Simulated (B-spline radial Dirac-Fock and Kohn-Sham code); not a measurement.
# Relativistic shifts of the levels of Pd⁴⁺

System: Pd⁴⁺ in the configuration [Kr] 4d6.

Both columns are ΔSCF binding energies of the configuration average from a radial atomic solver: non-relativistic Hartree-Fock with a point nucleus, and Dirac-Fock with a finite nucleus and the Coulomb interaction alone, averaged over the two j levels with weights 2j+1.

| shell | Hartree-Fock (eV) | Dirac-Fock (eV) | shift (eV) | shift (%) |
| --- | --- | --- | --- | --- |
| 1s | 23769.2 | 24494.6 | +725.33 | +3.05 |
| 2s | 3515.6 | 3690.1 | +174.47 | +4.96 |
| 2p | 3255.9 | 3304.5 | +48.64 | +1.49 |
| 3s | 710.3 | 745.5 | +35.20 | +4.96 |
| 3p | 605.6 | 615.8 | +10.21 | +1.69 |
| 3d | 413.5 | 408.1 | -5.35 | -1.29 |
| 4s | 154.4 | 160.9 | +6.52 | +4.23 |
| 4p | 119.0 | 120.6 | +1.60 | +1.34 |
| 4d | 64.75 | 64.00 | -0.75 | -1.16 |

Relativity binds 1s, 2s, 2p, 3s, 3p, 4s, 4p more strongly, among those listed most of all 2s in relative terms, and 3d, 4d more weakly, because the contracted s and p shells screen the nucleus better.

Values without a named source are computed, but for edge energies of neutral atoms, which are taken from tables.
